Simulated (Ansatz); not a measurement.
Geometry optimisation, Ansatz 0.2.0, RKS r2SCAN-D4/def2-SVP.

input.yaml

```yaml
crystal:
  periodic: [false, false, false]
  atoms:
    - { symbol: W, position_ang: [0.0, 0.0, 0.0] }
    - { symbol: H, position_ang: [0.0, 0.0, 1.72] }
    - { symbol: O, position_ang: [1.94, 0.0, 0.0] }
    - { symbol: H, position_ang: [2.2771, -0.9519, -0.0197] }
    - { symbol: H, position_ang: [0.0, 1.72, 0.0] }
    - { symbol: H, position_ang: [-1.72, 0.0, 0.0] }
    - { symbol: H, position_ang: [0.0, -1.72, 0.0] }
    - { symbol: H, position_ang: [0.0, 0.0, -1.72] }
basis:
  gaussian: { orbitals: def2-SVP }
hamiltonian:
  xc: r2scan
  dispersion: d4
relax:
  f_tol: 0.02
  max_steps: 40
```

Command:

```bash
$ ansatz run input.yaml --threads 1 --pin off --max-ram 2048MiB --backend cpu --events-out ev --progress --plain --runs-dir out
```

Where does it end, and by what steps?

It converged. After 19 steps the energy has fallen by 6.065 eV; H7 moved furthest, 1.19 Å.

```json
{"step": "0", "energy less start (eV)": "0.0000", "largest force component (eV/Å)": "7.644", "accepted": "yes"}
{"step": "1", "energy less start (eV)": "-1.9395", "largest force component (eV/Å)": "2.974", "accepted": "yes"}
{"step": "2", "energy less start (eV)": "-3.1691", "largest force component (eV/Å)": "3.586", "accepted": "yes"}
{"step": "3", "energy less start (eV)": "-4.2169", "largest force component (eV/Å)": "2.006", "accepted": "yes"}
{"step": "4", "energy less start (eV)": "-4.9326", "largest force component (eV/Å)": "1.157", "accepted": "yes"}
{"step": "5", "energy less start (eV)": "-5.1179", "largest force component (eV/Å)": "0.516", "accepted": "yes"}
{"step": "6", "energy less start (eV)": "-5.2160", "largest force component (eV/Å)": "0.443", "accepted": "yes"}
{"step": "7", "energy less start (eV)": "-5.3009", "largest force component (eV/Å)": "1.028", "accepted": "yes"}
{"step": "8", "energy less start (eV)": "-5.3768", "largest force component (eV/Å)": "0.903", "accepted": "yes"}
{"step": "9", "energy less start (eV)": "-5.4725", "largest force component (eV/Å)": "1.170", "accepted": "yes"}
{"step": "10", "energy less start (eV)": "-5.5054", "largest force component (eV/Å)": "1.541", "accepted": "yes"}
{"step": "11", "energy less start (eV)": "-5.6058", "largest force component (eV/Å)": "0.952", "accepted": "yes"}
{"step": "12", "energy less start (eV)": "-5.8372", "largest force component (eV/Å)": "0.497", "accepted": "yes"}
{"step": "13", "energy less start (eV)": "-6.0022", "largest force component (eV/Å)": "0.512", "accepted": "yes"}
{"step": "14", "energy less start (eV)": "-6.0279", "largest force component (eV/Å)": "0.564", "accepted": "yes"}
{"step": "15", "energy less start (eV)": "-6.0521", "largest force component (eV/Å)": "0.345", "accepted": "yes"}
{"step": "16", "energy less start (eV)": "-6.0621", "largest force component (eV/Å)": "0.135", "accepted": "yes"}
{"step": "17", "energy less start (eV)": "-6.0614", "largest force component (eV/Å)": "0.260", "accepted": "no"}
{"step": "18", "energy less start (eV)": "-6.0647", "largest force component (eV/Å)": "0.028", "accepted": "yes"}
{"step": "19", "energy less start (eV)": "-6.0648", "largest force component (eV/Å)": "0.008", "accepted": "yes"}
```

```xyz
8
Properties=species:S:1:pos:R:3
W 0.219 0.110 0.295
H -0.188 -0.509 1.832
O 2.057 -0.078 -0.017
H 2.528 -0.587 -0.690
H -0.255 1.736 0.078
H -1.008 0.379 -0.830
H -0.963 -1.091 0.319
H 0.108 -0.911 -1.007
```

Whether the end is a true minimum wasn't checked by a vibrational analysis.

The run took 49 s on 1 thread of Intel(R) Xeon(R) 6975P-C (Granite Rapids) (shared host), peak memory 0.17 GiB.
